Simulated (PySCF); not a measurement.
## Exercise with solution: oscillator strength and radiative lifetime

Zn(SH)(GeH3) (GeH4SZn), SMILES [Zn]([GeH3])[SH].

Coordinates come from a PBE-D3(BJ)/def2-SVP optimisation. Other conformers were not sampled.

PySCF with TDA-B3LYP/def2-SVPD puts the first singlet state with f over 0.02 at 4.98 eV (vertical), with the transition dipole (-0.015, 0.383, 0.272) in atomic units.

Question: Find the oscillator strength, the wavelength and the radiative lifetime that this transition would have in vacuum if emission retraced absorption.

Answer: 
|μ|² = 0.2209 au, so |μ| = 1.19 D. ΔE = 4.98/27.211 = 0.1830 hartree. f = (2/3) ΔE |μ|² = 0.027 (the program prints 0.027).
λ = 1239.84/4.98 = 249 nm; ν = 40166 cm⁻¹.
Einstein's coefficient A = 0.6670 ν² f s⁻¹ (ν in cm⁻¹) = 2.9e7 s⁻¹, so τ = 1/A = 34 ns. This state is S2; the lower singlet has f = 0.001. The figure is the radiative limit of this one transition; relaxation, internal conversion, crossing to triplets and a medium change what is measured.
